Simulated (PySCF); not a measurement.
SMILES C[SiH2]/C=C/[Si](Cl)(Cl)Cl (GFN2-xTB optimised geometry):

```
15

Si    -0.293    -3.032     4.080
Cl     0.455    -2.086     5.709
Cl     0.331    -4.960     4.114
Cl    -2.312    -2.995     4.172
C      0.305    -2.185     2.508
C     -0.473    -1.652     1.567
Si     0.147    -0.797     0.000
C     -0.528     0.978     0.000
H      1.379    -2.136     2.369
H     -1.547    -1.703     1.707
H     -0.364    -1.538    -1.160
H      1.614    -0.797     0.000
H     -1.614     0.987     0.026
H     -0.174     1.538     0.861
H     -0.217     1.513    -0.892
```

Level of theory: PySCF 2.14.0 with B3LYP/def2-TZVP.

### Question
What are the frontier orbital energies and the dipole moment?

### Answer
HOMO-2 -8.89 eV, HOMO-1 -8.31 eV, HOMO -8.07 eV, LUMO -1.48 eV, LUMO+1 0.06 eV; dipole moment 2.13 D.

On the same geometry PBE/def2-TZVP run with PySCF 2.14.0 gives HOMO-2 -7.76 eV, HOMO-1 -7.24 eV, HOMO -7.16 eV, LUMO -2.24 eV, LUMO+1 -0.71 eV; dipole moment 2.11 D.

Meta-Löwdin charges at B3LYP/def2-TZVP: Si1 0.98, Cl2 -0.27, Cl3 -0.27, Cl4 -0.27, C5 -0.36, C6 -0.30, Si7 0.67, C8 -0.59, H9 0.12, H10 0.12, H11 -0.11, H12 -0.11, H13 0.13, H14 0.13, H15 0.13.
